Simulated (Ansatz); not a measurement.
Relaxation of F$_{3}$H$_{4}$OPZr (10 atoms, charge 0, multiplicity 1), to a largest force component of 0.03 eV/Å in at most 50 steps.

Level of theory: RHF/def2-SVP in Ansatz 0.2.0.

```xyz
10
Properties=species:S:1:pos:R:3
Zr 0.362 -0.406 -0.529
O -0.714 -0.790 2.518
H -0.982 -0.018 3.000
F 1.357 -0.218 -2.133
F 0.199 1.342 0.216
F -1.280 -1.262 -0.957
P 1.832 -1.853 1.043
H 0.988 -2.990 0.987
H 2.810 -2.317 0.138
H 0.144 -1.052 2.890
```

Where does it end, and by what steps?

The forces met the threshold. After 25 steps the energy has fallen by 0.642 eV; H10 moved furthest, 1.57 Å. Joined: Zr1–O2 (3.25 → 2.36 Å).

```csv
step,energy less start (eV),largest force component (eV/Å),accepted
0,0.0000,1.205,yes
1,-0.0845,1.827,yes
2,-0.3331,1.907,yes
3,-0.4913,1.526,yes
4,-0.5411,0.783,yes
5,-0.5506,0.224,yes
6,-0.5507,0.204,yes
7,-0.5628,0.198,yes
8,-0.5642,0.403,yes
9,-0.5800,0.168,yes
10,-0.5959,0.323,yes
11,-0.5545,1.620,no
12,-0.6090,0.112,yes
13,-0.6165,0.058,yes
14,-0.6184,0.617,yes
15,-0.6279,0.102,yes
16,-0.6277,0.260,no
17,-0.6319,0.052,yes
18,-0.6359,0.063,yes
19,-0.6326,0.587,no
20,-0.6378,0.053,yes
21,-0.6392,0.175,yes
22,-0.6409,0.059,yes
23,-0.6413,0.042,yes
24,-0.6407,0.078,no
25,-0.6416,0.020,yes
```

```xyz
10
Properties=species:S:1:pos:R:3
Zr 0.356 -0.436 -0.097
O -0.582 -0.578 2.068
H -0.543 0.152 2.674
F 0.963 -0.185 -1.885
F 0.392 1.377 0.542
F -1.256 -1.442 -0.384
P 2.373 -1.871 0.896
H 1.571 -2.936 1.379
H 2.752 -2.503 -0.312
H -1.311 -1.141 2.295
```

Whether the end is a true minimum wasn't checked by a vibrational analysis.

Run time: 68 s on 2 threads of Arm Neoverse V1 (shared host), peak memory 0.29 GiB.
